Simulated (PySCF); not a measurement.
A mixed set of molecules. The calculation used TDDFT PBE0/def2-SVPD, vertical, gas phase, core orbitals frozen in the response in PySCF 2.14.0, density-fitted response routines. Geometries: GFN2-xTB; one conformer of each isolated species. Triplets are in the Tamm–Dancoff approximation.

Question: Rank by computed lowest singlet excitation energy, lowest first.
A. `C1(C#C)[S@]([C@H](F)CC=1)=O`
B. `NC(=O)[SiH3]`
C. `s1cc(c(c1)[SiH2]S)N`
D. `O=S1(=O)[C@@H](F)C=C[C@@H]1F`
E. `O=CN[SiH3]`

Answer: A (4.15 eV), C (4.44 eV), B (4.78 eV), D (5.37 eV), E (5.70 eV).

| SMILES | S1 (eV) | T1 (eV) | gap (eV) | LUMO (eV) | first f ≥ 0.01 (nm) | S1 mainly |
| --- | --- | --- | --- | --- | --- | --- |
| C#CC1=CC[C@@H](F)[S@@]1=O | 4.15 | 3.28 | 5.48 | -1.70 | 237 | H→L (97%) |
| Nc1cscc1[SiH2]S | 4.44 | 3.33 | 5.29 | -0.69 | 279 | H→L (96%) |
| NC(=O)[SiH3] | 4.78 | 4.15 | 6.77 | -0.39 | 186 | H→L (97%) |
| O=S1(=O)[C@@H](F)C=C[C@@H]1F | 5.37 | 4.05 | 6.61 | -1.91 | 231 | H→L (96%) |
| O=CN[SiH3] | 5.70 | 5.16 | 7.98 | 0.07 | 167 | H→L (98%) |

H and L stand for HOMO and LUMO.

- `C#CC1=CC[C@@H](F)[S@@]1=O`: Löwdin shares by element: HOMO oxygen 51%, sulfur 29%, carbon 11% or more; LUMO carbon 74% or more (atoms not listed hold the other 26%).
- `Nc1cscc1[SiH2]S`: Löwdin shares by element: HOMO carbon 37% or more, nitrogen 26%, sulfur 16% or more (atoms not listed hold the other 20%); LUMO carbon 44% or more, sulfur 20% or more, silicon 9% (atoms not listed hold the other 28%).
- `NC(=O)[SiH3]`: S1 has the pattern of n→π* at C=O.
- `O=S1(=O)[C@@H](F)C=C[C@@H]1F`: Löwdin shares by element: HOMO oxygen 35%, carbon 24% or more (atoms not listed hold the other 41%); LUMO carbon 72% (atoms not listed hold the other 28%).
- `O=CN[SiH3]`: S1 has the pattern of n→π* at C=O.
